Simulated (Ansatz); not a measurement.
Reaction (ligand exchange at a Ge–C bond): `C#[C][GeH2][OH]` + `N[SiH](O)O` → `[OH][GeH2][NH][SiH](O)O` + acetylene

Gas-phase electronic energies from Ansatz, PBE0-D4/def2-TZVP geometries. CCSD(T)/CBS adds triple-zeta CCSD(T) − MP2 to the extrapolated MP2 energy (def2 sets, frozen cores). This one scheme is used for every species. DFT in def2-TZVPP. B3LYP here is the variant with VWN-RPA as its local correlation; programs differ in this. For Ge outer-core shells are correlated without core-valence functions, which leaves a few kJ/mol of doubt a bond. Scalar relativity is left out up to krypton. One conformer a species, not always the lowest.

(1) Is it downhill or uphill in electronic energy at CCSD(T)/CBS, and by how much? (An estimate is asked.)

(2) What do these levels give: B3LYP-D4, ωB97M-V, B2PLYP, PBE, r2SCAN, PBE0, B3LYP, HF/def2-TZVPP, CCSD(T)/def2-TZVPP, HF/def2-QZVPP, HF/CBS(def2), CCSD/CBS(def2)? (An estimate is asked.)

Largest T1 diagnostic among the species: 0.013.

## Answers

(1) Computed: Downhill: ΔE = -0.25 eV.

(2) The calculation gave: B3LYP-D4 -0.26, ωB97M-V -0.26, B2PLYP -0.19, PBE -0.16, r2SCAN -0.22, PBE0 -0.16, B3LYP -0.16, HF/def2-TZVPP -0.13, CCSD(T)/def2-TZVPP -0.24, HF/def2-QZVPP -0.13, HF/CBS(def2) -0.13, CCSD/CBS(def2) -0.23 eV.

In def2-TZVPP, CCSD(T) changes the Hartree–Fock value by −0.11 eV (the triples alone add −0.02 eV) and MP2 by −0.10 eV. The D4 term adds −0.10 eV with B3LYP and −0.06 eV with PBE0; it sums over pairs of atoms, weighted by their polarisabilities, and B3LYP, whose exchange is more repulsive, gets the larger term.
